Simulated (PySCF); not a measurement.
Te²⁺ (tellurium, charge +2) across methods

[Kr] 4d10 5s2 5p1 6s1, high-spin 3P determinant (an excited configuration). All numbers are calculated (PySCF 2.14, the spin-free X2C one-electron Hamiltonian (Gaussian nucleus), in x2c-QZVPPall with one added diffuse shell each of s, p, d, f type (14s10p8d5f1g, 128 functions)).

```tsv
method	E (hartree)	mean ε 5s β (eV)	mean ε 5p α (eV)	mean ε 6s α (eV)	Σ⟨r²⟩ (bohr²)	⟨S²⟩
PBE0	-6791.95	-36.563	-26.979	-13.039	54.43	2.002
LDA	-6785.96	-35.990	-25.792	-12.658	53.79	2.001
UHF	-6789.50750	-38.555	-30.022	-13.994	55.44	2.006
PBE	-6791.88	-35.489	-25.691	-12.581	54.17	2.001
```

The outer electron is Rydberg-like, and this basis confines it to a smaller radius and binds it less than a complete one would.
